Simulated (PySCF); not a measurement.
C2H3BClFO2, SMILES CC(=O)OB(F)Cl.

Geometry: ωB97X-D3(BJ)/def2-SVP. Other conformers were not sampled.

These are TDA-PBE/def2-SVPD (PySCF) values and carry that method's errors.

Vertical excitations. The molecule is in vacuum.

| state | energy (eV) | λ (nm) | f | main pairs |
|---|---|---|---|---|
| S1 | 5.14 | 241 | 0.001 | HOMO→LUMO 99 % |
| S2 | 6.02 | 206 | 0.002 | HOMO−1→LUMO 99 % |
| S3 | 6.30 | 197 | 0.002 | HOMO→LUMO+1 98 % |
| S4 | 6.48 | 191 | 0.023 | HOMO−2→LUMO 83 % |
| S5 | 6.58 | 188 | 0.038 | HOMO→LUMO+2 92 % |
| S6 | 7.31 | 170 | 0.001 | HOMO−1→LUMO+1 96 % |
| S7 | 7.40 | 168 | 0.037 | HOMO→LUMO+3 66 %, HOMO−3→LUMO 22 % |
| S8 | 7.45 | 166 | 0.001 | HOMO−4→LUMO 94 % |
| S9 | 7.58 | 164 | 0.018 | HOMO−1→LUMO+2 36 %, HOMO→LUMO+3 23 %, HOMO−3→LUMO 20 %, HOMO−2→LUMO+1 9 % |
| S10 | 7.64 | 162 | 0.086 | HOMO−1→LUMO+2 63 %, HOMO−3→LUMO 12 % |
| T1 | 4.66 | 266 | 0 | HOMO→LUMO 99 % |
| T2 | 5.89 | 210 | 0 | HOMO−1→LUMO 65 %, HOMO−2→LUMO 24 % |
| T3 | 5.98 | 207 | 0 | HOMO−2→LUMO 52 %, HOMO−1→LUMO 34 %, HOMO−3→LUMO 11 % |
| T4 | 6.11 | 203 | 0 | HOMO→LUMO+1 97 % |
Triplets are in the Tamm–Dancoff approximation.
